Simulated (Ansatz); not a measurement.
Ge(F)(OH)(NH2)2 (FGeH₅N₂O), SMILES [OH][Ge]([NH2])([F])[NH2].

Geometry: B3LYP-D3(BJ)/def2-SVP. This is a generated structure with no PubChem entry under its InChIKey; it may be hypothetical. Other conformers were not sampled.

Two levels are set side by side: PBE/def2-SVPD (Ansatz, a quantum-chemistry and plane-wave program) and PBE0/def2-SVPD (Ansatz). Energy differences of separate SCF runs at the same geometry; the states with an electron removed or added have multiplicity 2 and 2. Differences are taken from unrounded values.

```csv
quantity,PBE0,PBE,PBE minus PBE0
vertical ionisation energy (eV),10.25,9.72,-0.53
vertical singlet–triplet gap (eV),6.21,5.53,-0.69
```
